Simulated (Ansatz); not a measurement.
`OCS[SiH3]` + H₂ → `CS[SiH3]` + H₂O at 500 K and 1 bar (hydrogenolysis of a C–O bond).

Gas-phase electronic energies from Ansatz, PBE0-D4/def2-TZVP geometries. CCSD(T)/CBS is the MP2 limit (def2-TZVPP, def2-QZVPP) plus CCSD(T) − MP2 in def2-TZVPP, frozen cores. This one scheme is used for every species. Each species was taken in one conformer, which may not be the lowest.

| species | CCSD(T)/CBS energy (Eh) | H − E (kJ/mol) | S (J/(mol·K)) |
| --- | --- | --- | --- |
| `OCS[SiH3]` | -803.69249 | 225.4 | 400.3 |
| H₂ | -1.17544 | 41.0 | 145.5 |
| `CS[SiH3]` | -728.52947 | 205.2 | 363.4 |
| H₂O | -76.37941 | 73.2 | 206.3 |

H − E and S are ideal-gas, rigid-rotor, harmonic terms from PBE0-D4/def2-TZVP, for one conformer and one mirror image of each species. The MP2-based limit puts H₂ 0.8 mEh under its directly extrapolated value; such offsets cancel only in part. 1 Eh = 2625.50 kJ/mol, R = 8.31446 J/(mol·K).

Q: By hand: ΔE, ΔH, ΔS and ΔG.

A: ΔE = (-728.52947) + (-76.37941) − (-803.69249) − (-1.17544) = -0.04095 Eh = -107.5 kJ/mol. Δ(H − E) = 205.2 + 73.2 − 225.4 − 41.0 = 12.0, so ΔH = -95.5 kJ/mol. ΔS = 363.4 + 206.3 − 400.3 − 145.5 = 23.9 J/(mol·K). ΔG = -95.5 − 500 × (23.9)/1000 = -107.5 kJ/mol.

Q: By hand: the equilibrium constant, and the temperature at which ΔG would vanish if ΔH and ΔS stayed fixed.

A: log₁₀ K = −ΔG/(RT ln 10) = 11.2. ΔH and −TΔS have one sign here, so there is no such temperature.

ΔH outweighs TΔS. A doubt of 5 kJ/mol in ΔE shifts log₁₀ K by 0.5 here. Other conformers and mirror images would add mixing entropy, several J/(mol·K) or more a flexible species. Modes under 60 cm⁻¹, often nearly free rotors, make the harmonic entropy too high. These are equilibria of isolated gas molecules and say nothing of rates. Largest T1 diagnostic: 0.012 (customary marks: 0.02 for closed shells, 0.045 for open ones).
